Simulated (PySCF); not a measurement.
# Radial density of Cr (chromium, neutral)

r2SCAN, [Ar] 3d4 4s2, high-spin 5D determinant (an excited configuration). Computed with PySCF 2.14 in aug-cc-pwCVTZ-DK with one added diffuse shell each of s, p, d, f, g type (11s10p8d5f4g, 152 functions), with scalar relativity by spin-free X2C-1e.

```tsv
r (bohr)	4πr²ρ (e/bohr)	4πr²(ρα − ρβ)
0.000867	0.1251	0.0000
0.00146	0.3198	0.0000
0.00245	0.8047	0.0000
0.00413	1.970	0.0001
0.00694	4.606	0.0001
0.0117	9.922	0.0003
0.0196	18.52	0.0005
0.0330	27.13	0.0000
0.0556	27.53	-0.0034
0.0935	21.92	-0.0066
0.157	28.35	0.0505
0.264	27.49	0.4451
0.445	10.90	1.6873
0.748	13.28	3.0138
1.26	6.818	2.2324
2.12	1.555	0.7789
3.56	0.6540	0.0743
5.99	0.07576	-0.0232
10.1	0.001043	-0.0004
```

Densities and radii are taken from the X2C orbitals without a picture-change correction, which distorts them close to the nucleus.

Q: Where is the radial spin density 4πr²(ρα − ρβ) most negative, and why is it negative at all?

A: Around r = 5.99 bohr, down to -0.0232 e/bohr: exchange with the open shell polarises the paired shells in an unrestricted calculation.
